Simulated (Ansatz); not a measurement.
`C=[C](N)[SnH2][F]` and `C=C(N)CN` differ in one atom or group.

Ansatz, PBE0-D4/def2-TZVP geometries, multiplicity 1. Each molecule was computed in one conformer, which needn't be the lowest.

Elements past krypton have def2 core potentials.

```json
{"property": "HOMO–LUMO gap (B3LYP/def2-TZVPP) / eV", "`C=[C](N)[SnH2][F]`": "5.23"}
{"property": "HOMO energy (B3LYP/def2-TZVPP) / eV", "`C=[C](N)[SnH2][F]`": "-6.17"}
{"property": "size of the dipole moment (ωB97M-V/def2-TZVPP) / D", "`C=[C](N)[SnH2][F]`": "1.71"}
{"property": "HOMO energy (PBE0/def2-TZVPP) / eV", "`C=[C](N)[SnH2][F]`": "-6.38"}
{"property": "HOMO energy (PBE/def2-TZVPP) / eV", "`C=[C](N)[SnH2][F]`": "-5.23"}
{"property": "size of the dipole moment (B3LYP/def2-TZVPP) / D", "`C=[C](N)[SnH2][F]`": "1.72"}
```

(1) Give the same properties after the change, and the shifts. (An estimate is asked.)

## Answers

(1) The calculation gave: 
```tsv
property	`C=C(N)CN`	shift
HOMO–LUMO gap (B3LYP/def2-TZVPP) / eV	6.03	0.80
HOMO energy (B3LYP/def2-TZVPP) / eV	-5.60	0.57
size of the dipole moment (ωB97M-V/def2-TZVPP) / D	1.69	-0.02
HOMO energy (PBE0/def2-TZVPP) / eV	-5.80	0.58
HOMO energy (PBE/def2-TZVPP) / eV	-4.65	0.58
size of the dipole moment (B3LYP/def2-TZVPP) / D	1.67	-0.05
```

With PBE0 the HOMO rises by 0.58 eV and the LUMO rises by 1.43 eV, so the gap widens by about 0.85 eV. PBE moves the HOMO by 0.58 eV and ωB97M-V by 0.55 eV. Dipoles are sizes alone; their direction can turn.

B3LYP here is the variant with VWN-RPA as its local correlation; programs differ in this.
